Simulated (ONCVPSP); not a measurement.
## How hard is this lithium (Li) ONCV potential?

ONCVPSP 4.0.1 input, shortened (lines: element, Z, core and valence counts, functional; n l f; lmax; l rc ep ncon nbas qcut; lloc lpopt rc5 dvloc0; l nproj debl; icmod fcfact rcfact), PBE, scalar-relativistic:

```
  Li 3.00    1    1        4      upf
    1    0    2.00
    2    0    0.75
    2
    0    2.70    0.00    5    9    2.80
    1    2.10    0.46    3    7    3.40
    2    2.10    0.46    4    7    4.60
    4    5    1.80    0.00
    0    3    2.50
    1    1    2.30
    2    1    2.70
    2    0.50    0.65
```

For each optimised wave give the share of its norm inside rc, the residual kinetic energy above qcut (Ha) and the cutoffs (Ha) for errors of 10, 1, 0.1 and 0.01 mHa per electron.

```
         wave  norm inside rc  residual KE  10 mHa  1 mHa  0.1 mHa  0.01 mHa
           2s           0.281      4.6e-05     0.5    2.3      3.5       8.9
s projector 2           0.190      6.9e-02     5.9   28.7     38.0      42.3
s projector 3           0.157      4.4e-01    10.9   19.1     34.3      45.2
p projector 1           0.283      1.2e-03     3.6    6.0     32.0      51.9
d projector 1           0.116      7.0e-06     1.8    3.3      7.5      10.1
```

The occupied waves need 2.3 Ha and 3.5 Ha for 1 and 0.1 mHa. The cutoffs count occupied waves only; projector 2 of the s channel, the hardest unoccupied one, needs 29 Ha at the loose tolerance. 1 of 3 tests not solved or not reliable.
